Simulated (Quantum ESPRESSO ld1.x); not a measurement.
The numbers below are computed, except where a source is named.
Charge is removed step by step from the 4f down level of Ir18+, starting from [Kr] 4d10 4f(up 7, down 5) 5s1. Code: ld1.x of Quantum ESPRESSO 7.5. Model: non-relativistic Kohn-Sham, LDA (Slater exchange, Perdew-Zunger correlation), spin-polarised, spherical densities, point nucleus; open shells are filled with parallel spins first; relativity is left out, which matters for an element this heavy.

| removed (e) | E - E(0) (eV) | eigenvalue (eV) | E minus straight line (eV) |
|---|---|---|---|
| 0 | 0.000 | -473.45 | 0.000 |
| 0.125 | 59.506 | -478.64 | -2.291 |
| 0.25 | 119.66 | -483.85 | -3.932 |
| 0.375 | 180.47 | -489.08 | -4.921 |
| 0.5 | 241.93 | -494.32 | -5.256 |
| 0.625 | 304.05 | -499.59 | -4.933 |
| 0.75 | 366.83 | -504.87 | -3.951 |
| 0.875 | 430.27 | -510.18 | -2.307 |
| 1 | 494.37 | -515.50 | 0.000 |

Removing the whole electron costs 494.37 eV by Delta-SCF, against 473.45 eV from minus the eigenvalue at the starting occupation. Slater's transition state (half an electron removed) gives 494.32 eV. Integrating minus the eigenvalue over the occupation (Janak's theorem) gives 494.37 eV. The mean slope of the eigenvalue, de/dn, is 42.0 eV per electron.
